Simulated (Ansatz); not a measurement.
A run for Ansatz (an electronic-structure program): R-PBE0/def2-TZVPPD on GeH4O (SMILES [OH][GeH3]) with ghost functions, monomers drawn apart or pushed together. Files ending in .json are basis or fitting sets from the Basis Set Exchange.

Ansatz 0.2 input:
```yaml
crystal:
  periodic: [false, false, false]
  atoms:
    - {symbol: O, position_ang: [-0.36249088, 0.71426461, 0.57519460]}
    - {symbol: Ge, position_ang: [0.51478460, -0.70741770, -0.03530719]}
    - {symbol: H, position_ang: [-0.46111203, 0.69065594, 1.54997456]}
    - {symbol: H, position_ang: [1.93723128, -0.77697419, 0.56828375]}
    - {symbol: H, position_ang: [0.58413740, -0.52577606, -1.55836036]}
    - {symbol: H, position_ang: [-0.23738852, -2.01144589, 0.32022259]}
basis:
  gaussian:
    orbitals: def2-TZVPPD.json
    ghost_atoms:
      - {symbol: N, position_ang: [-0.74733432, 0.74953377, 3.70983742]}
      - {symbol: H, position_ang: [-1.72441936, 0.91938997, 3.92055577]}
      - {symbol: H, position_ang: [-0.47707244, -0.10898335, 4.17646637]}
      - {symbol: H, position_ang: [-0.20826908, 1.50483376, 4.11808178]}
hamiltonian:
  xc: {name: PBE0}
scf: {lower_state_search: off}
```

The head of its log:

```
WARN ansatz: RAYON_NUM_THREADS=1 ignored (pool sized by the plan → 1); use --threads N
Functional definition: PBE0
these checks for a lower state are left out or cut short: stability, starts, cluster_reference, orbital_swaps, neighbouring_geometries, increment
integrals: 0.16 GiB planned
1179 factors; their error is unknown
mean field: 1.37 GiB planned
mean field evaluation 1: about -58617.5154 eV, gradient 5.5e1 eV
mean field evaluation 2: about -58603.2775 eV, gradient 1.0e2 eV
```

Predict the final total energy.

-2154.3290 hartree.
